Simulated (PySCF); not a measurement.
Species: C7H10Si.
SMILES: `CC1=CC=CC=C1[SiH3]`

Vertical excitations from PySCF (density fitting, frozen core in the response, grid level 2 and gas phase unless stated; continuum runs use non-equilibrium linear response for the excitations) on a GFN2-xTB geometry. Reference run:

```json
{"settings": "PBE0/def2-SVPD, full TDDFT, 6 singlets", "S1, eV (f)": "5.32 (0.010)", "S2, eV (f)": "5.94 (0.056)", "S3, eV (f)": "6.63 (0.002)", "S4, eV (f)": "6.69 (0.009)", "S5, eV (f)": "6.82 (0.793)", "S6, eV (f)": "6.83 (0.361)", "T1, eV (Tamm–Dancoff)": "4.03", "mean α (au)": "106.7"}
```

Question: What do these settings give: (1) revPBE/STO-3G, TDA, 6 singlets; (2) LDA/6-31G*, full TDDFT, 3 singlets?

Answer: 
| settings | S1, eV (f) | S2, eV (f) | S3, eV (f) | S4, eV (f) | S5, eV (f) | S6, eV (f) | T1, eV (Tamm–Dancoff) | mean α (au) |
| --- | --- | --- | --- | --- | --- | --- | --- | --- |
| revPBE/STO-3G, TDA, 6 singlets | 6.15 (0.001) | 7.60 (0.003) | 7.66 (0.002) | 7.76 (0.056) | 8.35 (0.001) | 8.56 (0.000) | – | 52.1 |
| LDA/6-31G*, full TDDFT, 3 singlets | 5.16 (0.009) | 5.86 (0.076) | 6.22 (0.005) | – | – | – | – | 92.3 |

(1) S1 moves by +0.83 eV; functional, basis and response scheme change together, so the shift can't be laid on one. (2) S1 moves by -0.16 eV; functional and basis change together, so the shift can't be laid on one. States are counted by energy in each run and needn't keep their character from row to row.

All basis functions are spherical, in the Pople sets too.

Question: Which orbital pairs make up S1 in each run, and how does it sit against the orbital gap?

Answer: 
| settings | S1 configurations (weight) | S1 (eV) | orbital gap (eV) | S1 − gap (eV) |
| --- | --- | --- | --- | --- |
| PBE0/def2-SVPD, full TDDFT, 6 singlets | H→L 0.48, H−1→L+1 0.21, H−1→L 0.16 | 5.32 | 6.53 | -1.21 |
| revPBE/STO-3G, TDA, 6 singlets | H−1→L 0.35, H→L+1 0.34, H→L 0.17 | 6.15 | 5.90 | +0.25 |
| LDA/6-31G*, full TDDFT, 3 singlets | H→L 0.47, H−1→L+1 0.21, H−1→L 0.17 | 5.16 | 4.74 | +0.42 |

